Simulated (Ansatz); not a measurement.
Saddle search on Si₃N₃H₁₂, doublet by partitioned rational-function steps on PBE0-D4/def2-TZVP gradients (Ansatz 0.2.0), from this start:

```
18
angstrom
Si 0.7736 0.1413 0.8786
N 1.0649 -0.0801 -1.0293
Si -0.2180 -0.7318 -2.0752
N -0.4812 1.4263 0.9194
Si -2.1747 1.1846 1.2312
H -0.1627 -1.0101 1.1472
H 1.8986 -0.8060 -0.5473
N 2.3333 -1.1053 0.7534
H 1.5024 0.7521 -1.4300
H -1.3439 0.2357 -2.1984
H -0.6804 -2.0041 -1.4569
H 0.3474 -0.9974 -3.4334
H -0.1532 2.3840 1.0023
H -2.4363 0.3470 2.4473
H -2.8749 0.5017 0.0929
H -2.8222 2.5203 1.4390
H 2.1986 -2.0208 1.1866
H 3.2288 -0.7374 1.0724
```

```csv
step,energy less the last (meV),largest force (eV/Å),curvature followed (eV/Å²)
1,32.2,0.374,-6.03
2,6.0,0.033,-6.08
3,3.7,0.046,-6.08
4,2.5,0.026,-6.08
5,1.6,0.018,-6.08
6,1.0,0.027,-6.08
7,0.9,0.045,-6.08
8,1.1,0.085,-6.08
9,0.2,0.041,-6.08
10,0.0,0.013,-6.08
```

The search ended at:

| atom | x (Å) | y (Å) | z (Å) |
| --- | --- | --- | --- |
| Si1 | 0.7216 | 0.1392 | 0.8238 |
| N2 | 1.0731 | -0.0397 | -1.0457 |
| Si3 | -0.1522 | -0.7519 | -2.0920 |
| N4 | -0.4840 | 1.4445 | 0.8821 |
| Si5 | -2.1460 | 1.2155 | 1.2859 |
| H6 | -0.2499 | -0.9875 | 1.0278 |
| H7 | 1.9033 | -0.7765 | -0.5355 |
| N8 | 2.2387 | -1.1344 | 0.7579 |
| H9 | 1.4845 | 0.8027 | -1.4339 |
| H10 | -1.4076 | 0.0357 | -2.0630 |
| H11 | -0.3926 | -2.1279 | -1.5977 |
| H12 | 0.3692 | -0.7929 | -3.4839 |
| H13 | -0.1284 | 2.3802 | 1.0135 |
| H14 | -2.3585 | 0.5967 | 2.6263 |
| H15 | -2.8153 | 0.3290 | 0.2955 |
| H16 | -2.8296 | 2.5399 | 1.2864 |
| H17 | 2.0586 | -2.0673 | 1.1118 |
| H18 | 3.1149 | -0.8053 | 1.1406 |
